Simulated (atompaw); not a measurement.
**Cutoff test, Ta, PAW (atompaw)**

```json
{
  "Element": "Ta",
  "Generator": "atompaw 4.2.0.5",
  "Type": "PAW",
  "Functional": "PBEsol",
  "Relativity": "scalar-relativistic",
  "Frozen core": "[Kr] 4d10 4f14",
  "Valence charge": "13",
  "Reference configuration": "5s2 5p6 5d3 6s1.5 6p0.5",
  "Partial waves": "5s (bound): rc 1.65 bohr; 6s (bound): rc 3.00 bohr; 5p (bound): rc 1.50 bohr; 6p (bound): rc 3.00 bohr; 5d (bound): rc 3.00 bohr; 5d channel at 4.9 Ry: rc 3.00 bohr",
  "Local potential": "bessel scheme, radius 1.95 bohr",
  "Core correction": "smooth core density matched at 1.50 bohr",
  "Augmentation charge": "sinc compensation charge, radius 2.55 bohr; PAW radius 3.00 bohr; waves and projectors: custom rrkj vanderbiltortho"
}
```

The pseudo-atom Hamiltonian at the reference potential is diagonalised in spherical Bessel functions j_l(qr) that vanish at 20 bohr, with q² up to the cutoff. All-electron valence levels (Ry): 5s -5.4256, 6s -0.4395, 5p -2.9549, 6p -0.1289, 5d -0.3156.

**Question.** How do the lowest levels (Ry) of each channel move with the cutoff, and are there ghosts?

**Answer.**

```
cutoff (Ry)     s #1     s #2     p #1     p #2     d #1    f #1  Σ f·Δε (mRy)
          8  -4.9212  -0.4394  -0.7719  -0.1288  -0.3013  0.0923       14149.3
         12  -5.3444  -0.4395  -2.3567  -0.1289  -0.3154  0.0923        3752.2
         21  -5.4246  -0.4395  -2.9029  -0.1289  -0.3156  0.0923         313.8
         30  -5.4251  -0.4395  -2.9516  -0.1289  -0.3156  0.0923          20.8
         40  -5.4255  -0.4395  -2.9545  -0.1289  -0.3156  0.0923           2.4
         50  -5.4255  -0.4395  -2.9545  -0.1289  -0.3156  0.0923           1.9
         70  -5.4256  -0.4395  -2.9548  -0.1289  -0.3156  0.0923           0.4
         90  -5.4256  -0.4395  -2.9548  -0.1289  -0.3156  0.0923           0.3
        400  -5.4256  -0.4395  -2.9549  -0.1289  -0.3156  0.0923           0.0
```

Result: no extra level below or beside the all-electron valence levels (s, p, d, f tested); 10 mRy is reached at 35 Ry and 1 mRy at 70 Ry.
